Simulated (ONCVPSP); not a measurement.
# Ti (Z = 22): one change to an ONCV potential, before and after

ONCVPSP 4.0.1 input, shortened (lines: element, Z, core and valence counts, functional; n l f; lmax; l rc ep ncon nbas qcut; lloc lpopt rc5 dvloc0; l nproj debl; icmod fcfact rcfact), PBE, scalar-relativistic:

```
  Ti 22.00    3    4        4      upf
    1    0    2.00
    2    0    2.00
    2    1    6.00
    3    0    2.00
    3    1    6.00
    3    2    2.00
    4    0    2.00
    2
    0    1.40    0.00    4    7    6.60
    1    1.50    0.00    4    9    7.70
    2    1.90    0.00    3    8    8.40
    4    3    1.15    1.00
    0    2    3.90
    1    2    3.30
    2    1    2.60
    3    1.50    1.65
```

All-electron outer shells of the reference configuration (PBE, scalar-relativistic, ld1.x):

```json
{"shell": "2p", "level (eV)": "-444.26", "outermost node (bohr)": "–", "outermost maximum (bohr)": "0.22"}
{"shell": "3s", "level (eV)": "-62.63", "outermost node (bohr)": "0.40", "outermost maximum (bohr)": "0.87"}
{"shell": "3p", "level (eV)": "-38.86", "outermost node (bohr)": "0.37", "outermost maximum (bohr)": "0.90"}
{"shell": "4s", "level (eV)": "-4.47", "outermost node (bohr)": "1.24", "outermost maximum (bohr)": "2.92"}
{"shell": "3d", "level (eV)": "-4.26", "outermost node (bohr)": "–", "outermost maximum (bohr)": "0.98"}
```

Change: d: rc 2.44.

Cutoffs: the cutoffs (Ha) at which the residual kinetic energy of the hardest occupied pseudo-wave falls to 1 and 0.1 mHa per electron; they do not see the model core or the augmentation charge, which bear on the density cutoff. Errors are all-electron minus pseudo energies relative to the spin-unpolarised reference configuration.

Task: How do hardness, ghosts and transferability respond?

Result: The potential gets softer (25 Ha and 55 Ha → 20 Ha and 55 Ha); of the 4 tests that both files solve, the error grows in 3 and shrinks in 0 by more than 15 % and 0.3 meV (median size 29.6 → 65.0 meV); neither file shows a bound ghost. A larger radius leaves more room for a smooth pseudo-wave, so fewer plane waves are needed. More of the atom is replaced by a form fitted at one configuration, so other configurations suffer.

```csv
quantity,base,changed
"cutoff, loose",25 Ha,20 Ha
"cutoff, tight",55 Ha,55 Ha
loose cutoff by channel,"s 20 Ha, p 20 Ha, d 25 Ha","s 20 Ha, p 20 Ha, d 20 Ha"
bound ghosts,none,none
GHOST(+) flags under 300 eV,none,none
"error for 3s2 3p6 3d2 4s1, meV [ΔE 7.35 eV]",-0.1,0.0
"error for 3s2 3p6 3d2 4s0, meV [ΔE 20.92 eV]",-0.9,-3.8
"error for 3s2 3p6 3d1 4s0, meV [ΔE 47.87 eV]",+58,+126
"error for 3s2 3p5 3d2 4s2, meV [ΔE 45.56 eV]",-107,-198
s: phases at 1.42 bohr within 0.05 rad from the reference energy up to (Ha; the scan ends near 5),to the end of the scan,to the end of the scan
p: phases at 1.53 bohr within 0.05 rad from the reference energy up to (Ha; the scan ends near 5),to the end of the scan,to the end of the scan
"rms error of d²Exc/dni dnj with the model core, mHa",0.99,1.15
```
